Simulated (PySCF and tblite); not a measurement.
Values are calculated unless marked as measured or tabulated.
C₄H₃GeN₃, numbered as in [N:1]#[C:2][CH2:3][GeH:4]([C:5]#[N:6])[C:7]#[N:8].

Level: CAM-B3LYP-D3(BJ)/pcSseg-1 (IEF-PCM, acetone)//GFN2-xTB, thermal terms from GFN2-xTB, symmetry numbers and mirror pairs counted. Conformers within 3 kcal/mol (GFN2-xTB free energy) were kept, 3 at most. GIAO shieldings: CAM-B3LYP/pcSseg-1 (IEF-PCM, acetone). Shifts are against TMS (¹H), TMS (¹³C) at the same level. Run with PySCF (density fitting) and tblite.

(1) Predict the averaged NMR shifts at 298.15 K.

(2) How do the conformers differ?

Spin–orbit effects of the heavy atoms on shieldings are missing. Shifts are unscaled: against experiment ¹³C can be off by 15 ppm or more and ¹H by 0.8 ppm.

Results:

(1) ¹H: 5.55 (H4, 1H), 2.84 (H3, 2H) ppm. ¹³C: 127.1 (C2), 125.0 (C5/C7), 3.9 (C3) ppm.

(2) Torsions listed: C2–C3–Ge4–C5. Of a mirror pair one member is shown.
| conformer | shape | weight % |
| --- | --- | --- |
| 1 | -68° | 67.9 |
| 2 | 58° | 32.1 |

```tsv
signal	1	2	average
H3	2.87	2.77	2.84
H4	5.54	5.57	5.55
C2	126.8	127.6	127.1
C3	3.7	4.2	3.9
C5/C7	125.1	124.8	125.0
```
